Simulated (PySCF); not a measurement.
**Spinor energies of W³⁷⁺ (tungsten, charge +37)**

Start: [Kr] 4d1; 4d3/2 filled at m_j = +3/2. Calculated with PySCF 2.14 in an even-tempered Gaussian basis (17 s from 4.1 bohr⁻², ratio 2.8; 14 p from 5.4 bohr⁻², ratio 2.8; 9 d from 5.4 bohr⁻², ratio 2.8; 3 f from 19 bohr⁻², ratio 3): generalised Hartree-Fock with the X2C-1e Hamiltonian and a Gaussian nucleus; one run each with spin-orbit coupling (SO) switched off, then screened by Boettger's factors.

| spinor shell | electrons | ε, spin-free (eV) | ε, screened SO (eV) | weight of nominal j (screened SO) | rms radius, screened SO (bohr) |
| --- | --- | --- | --- | --- | --- |
| 1s1/2 | 2 | -71508.9 | -71487.1 | 1.000 | 0.0208 |
| 2s1/2 | 2 | -13816.6 | -13809.4 | 1.000 | 0.0839 |
| 2p1/2 | 2 | -12289.9 | -13257.4 | 1.000 | 0.0713 |
| 3s1/2 | 2 | -4435.1 | -4432.4 | 1.000 | 0.212 |
| 3p1/2 | 2 | -3972.0 | -4189.4 | 1.000 | 0.203 |
| 3p3/2 | 4 | -3972.0 | -3881.4 | 1.000 | 0.218 |
| 3d3/2 | 4 | -3444.0 | -3483.4 | 1.000 | 0.191 |
| 3d5/2 | 6 | -3444.0 | -3415.1 | 1.000 | 0.195 |
| 4s1/2 | 2 | -1975.6 | -1974.6 | 1.000 | 0.446 |
| 4p1/2 | 2 | -1799.0 | -1868.5 | 1.000 | 0.445 |
| 4p3/2 | 4 | -1799.0 | -1769.5 | 1.000 | 0.471 |
| 4d3/2 | 1 | -1608.8 | -1620.3 | 1.000 | 0.453 |

Question: Where does 2p3/2 lie, and what is the 2p spin-orbit splitting (screened SO)?

Answer: At -11896.9 eV, 1360.5 eV above 2p1/2.

| quantity | spin-free | screened SO |
| --- | --- | --- |
| E (hartree) | -15318.11121 | -15337.72036 |
| M_J | 3/2 | 3/2 |
| ⟨J²⟩ | 4.298 | 3.751 |
| ⟨L²⟩ | 6.002 | 6.083 |
| ⟨S²⟩ | 0.750 | 0.832 |

Each row is a mean over spinors that exchange with the open shell spreads, by up to 12.842 eV (4p1/2).

Breit and QED terms are absent; they matter most for the inner s and p1/2 levels.

Densities and radii are taken from the X2C orbitals without a picture-change correction, which distorts them close to the nucleus.

Without spin-orbit coupling the j labels of p, d and f shells carry no meaning; the spin-free column gives the mean over the occupied spinors of each nl shell, and its ⟨J²⟩ belongs to a mixture of degenerate components.
